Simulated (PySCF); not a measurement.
# Cost of excited-state runs on SMILES C(C#CC(=C)F)#CC(=O)O, C7H3FO2

Geometry:
```json
{"atom": "C1", "x (Å)": "-3.857", "y (Å)": "0.381", "z (Å)": "-0.073"}
{"atom": "C2", "x (Å)": "-2.774", "y (Å)": "1.118", "z (Å)": "0.158"}
{"atom": "F3", "x (Å)": "-2.894", "y (Å)": "2.434", "z (Å)": "0.443"}
{"atom": "C4", "x (Å)": "-1.451", "y (Å)": "0.641", "z (Å)": "0.134"}
{"atom": "C5", "x (Å)": "-0.296", "y (Å)": "0.269", "z (Å)": "0.124"}
{"atom": "C6", "x (Å)": "0.973", "y (Å)": "-0.189", "z (Å)": "0.102"}
{"atom": "C7", "x (Å)": "2.124", "y (Å)": "-0.572", "z (Å)": "0.090"}
{"atom": "C8", "x (Å)": "3.445", "y (Å)": "-1.128", "z (Å)": "0.051"}
{"atom": "O9", "x (Å)": "3.685", "y (Å)": "-2.282", "z (Å)": "-0.192"}
{"atom": "O10", "x (Å)": "4.382", "y (Å)": "-0.210", "z (Å)": "0.318"}
{"atom": "H11", "x (Å)": "-4.838", "y (Å)": "0.819", "z (Å)": "-0.036"}
{"atom": "H12", "x (Å)": "-3.768", "y (Å)": "-0.664", "z (Å)": "-0.300"}
{"atom": "H13", "x (Å)": "5.263", "y (Å)": "-0.615", "z (Å)": "0.285"}
```

PySCF with density fitting, on 1 thread of an Arm Neoverse V2, shared host. Command: `OMP_NUM_THREADS=1 python excited_run.py task.json out`

Problem. How long does this run take, and how much memory?
- magnetisability and related constants, CAM-B3LYP/pcSseg-1; writes grids

Solution. 
| run | level | basis functions | wall time | peak memory (GiB) |
| --- | --- | --- | --- | --- |
| magnetisability and related constants | CAM-B3LYP/pcSseg-1 | 185 | 41 s | 0.97 |

Times from a shared host are rough.
